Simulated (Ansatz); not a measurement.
Ideal-gas functions of GeH2, SMILES `[GeH2]` at 600 K and 1 bar, from an Ansatz frequency run at PBE0-D4/def2-TZVP.

Molar mass 74.63 g/mol, point group C2v (symmetry number 2), electronic degeneracy 1, moments of inertia 2.466, 2.591, 5.057 u Å². Harmonic wavenumbers (cm⁻¹, unscaled): 935, 1927, 1936.

Use S(trans) = R[1.5 ln M + 2.5 ln T − 1.1517]; rotational temperatures θ = 24.2544 K / I; S(rot) = R[ln(√π/σ · √(T³/θAθBθC)) + 1.5]; for each mode x = 1.438777 ν̃/T, S = R[x/(eˣ − 1) − ln(1 − e⁻ˣ)] and H = RT x/(eˣ − 1); 1 cm⁻¹ = 0.0119627 kJ/mol; R = 8.31446 J/(mol·K).

Problem. By hand: the entropy, in J/(mol·K).

Solution. Translation 177.2. Rotation: θ = 9.8355, 9.361, 4.7962 K, giving 65.9. Vibration, mode by mode: 3.15, 0.46, 0.46, in all 4.1. Electronic 0.0. Sum 247.2 J/(mol·K).

Problem. By hand: H − E and G − E in kJ/mol, counted from the electronic energy.

Solution. Zero-point energy ½ × 4798 × 0.0119627 = 28.7; thermal vibration 1.8; translation, rotation and pV give 4 RT = 20.0. H − E = 50.5 kJ/mol, and G − E = 50.5 − 600 × 247.2/1000 = -97.8 kJ/mol.

Vibration gives 2 % of the entropy.
